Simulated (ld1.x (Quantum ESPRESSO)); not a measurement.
Configuration tests for carbon (C) (RRKJ)

```json
{
  "Element": "C (Z = 6)",
  "Generator": "ld1.x (Quantum ESPRESSO) 7.5",
  "Type": "norm-conserving RRKJ (Kleinman–Bylander form)",
  "Functional": "PBE",
  "Relativity": "scalar-relativistic",
  "Frozen core": "[He]",
  "Valence charge": "4",
  "Reference configuration": "2s2 2p2",
  "Partial waves": "2p (bound): rc 1.55 bohr; 2s (bound): rc 1.00 bohr",
  "Local potential": "the s channel",
  "Core correction": "Bessel-smoothed model core inside 0.45 bohr"
}
```

Energies are relative to the spin-unpolarised reference configuration 2s2 2p2; without spin polarisation the order of configurations can differ from experiment. The frozen-core shift is the all-electron ΔE with the core orbitals held at their reference shape minus the fully relaxed ΔE.

(1) Give the all-electron excitation energy and the error of the potential for: 2s2 2p1; 2s2 2p0; 2s1 2p0; 2s2 2p2.3; 2s2 2p1.5; 2s1 2p2; 2s0 2p4.

Levels in the configuration 2s0 2p4:

| level | all-electron (eV) | pseudo (eV) |
| --- | --- | --- |
| 2p | -6.092 | -6.102 |

## Answers

(1)

```
valence configuration  charge  ΔE all-electron (eV)  error AE − PS (meV)  frozen-core shift (meV)
              2s2 2p1      +1                10.862                  +10                     +0.2
              2s2 2p0      +2                35.018                 +120                     +2.9
              2s1 2p0      +3                83.212                 +269                      +15
            2s2 2p2.3    -0.3                -1.158                 +0.1                      0.0
            2s2 2p1.5    +0.5                 3.963                 +1.2                      0.0
              2s1 2p2      +1                19.615                 -7.1                     +0.7
              2s0 2p4       0                16.975                  +14                     +1.7
```
